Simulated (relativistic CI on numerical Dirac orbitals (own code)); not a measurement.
## Au²⁺: resonant inelastic scattering at the L2,3 edge

Computed with this model: Dirac-Coulomb-Breit CI, separate exchange-only KLI orbitals for each configuration, model QED, Kramers-Heisenberg scattering through one core-hole configuration in a parametric crystal field, unscaled Slater integrals; configurations [Xe] 4f14 5d9 → [He] 2s2 2p5 3s2 3p6 3d10 4s2 4p6 4d10 4f14 5s2 5p6 5d10; 80 K; core-hole width 3 eV; summed over polarisations. Incident energies are the highest absorption maxima for each field (at most a few, so the weaker spin-orbit partner edge can be absent), on the computed scale of the free ion. Intensities are in per cent of the strongest line above 0.02 eV; levels within 1 cm⁻¹ are merged; final levels count from the ground level, the first row holds all elastic scattering, lines under 0.4 are left out and each table stops after 24 rows. The scale of the Slater integrals is a model choice and moves the terms in proportion.

Field parameters in Wybourne normalisation: D3d B²₀ = −7Dσ, B⁴₀ = −14Dq − 21Dτ, B⁴₃ = −14√(10/7) Dq; Td as Oh with Dq negative (B⁴₀ = 21Dq, B⁴₄ = √(5/14) B⁴₀). The field is a parameter set, without covalency.

S is read from ⟨S²⟩ = S(S + 1).

Td, 10Dq = -17800 cm⁻¹:

| Final level (eV) | Degeneracy | Irrep | S | 11914.1 eV |
| --- | --- | --- | --- | --- |
| 0.000 | 2 | Γ7 | 0.50 | 65.3 |
| 0.652 | 4 | Γ8 | 0.50 | 100.0 |
| 3.064 | 4 | Γ8 | 0.50 | 51.5 |

D3d, 10Dq = 29450, Dσ = -240, Dτ = 20 cm⁻¹:

```csv
Final level (eV),Degeneracy,Irrep,S,11915 eV
0.000,2,Γ5+Γ6,0.50,86.8
0.018,2,Γ4,0.50,74.1
3.200,2,Γ4,0.50,100.0
4.207,2,Γ4,0.50,35.6
4.272,2,Γ5+Γ6,0.50,36.1
```

D3d, 10Dq = 23100, Dσ = 400, Dτ = 140 cm⁻¹:

| Final level (eV) | Degeneracy | Irrep | S | 11914.6 eV |
| --- | --- | --- | --- | --- |
| 0.000 | 2 | Γ4 | 0.50 | 106.6 |
| 0.007 | 2 | Γ5+Γ6 | 0.50 | 60.3 |
| 2.482 | 2 | Γ4 | 0.50 | 100.0 |
| 3.468 | 2 | Γ5+Γ6 | 0.50 | 32.8 |
| 3.662 | 2 | Γ4 | 0.50 | 34.6 |

For the first field the strongest loss at the lowest incident energy is the level at 0.65 eV (S = 0.50, against 0.50 in the thermal ground state).
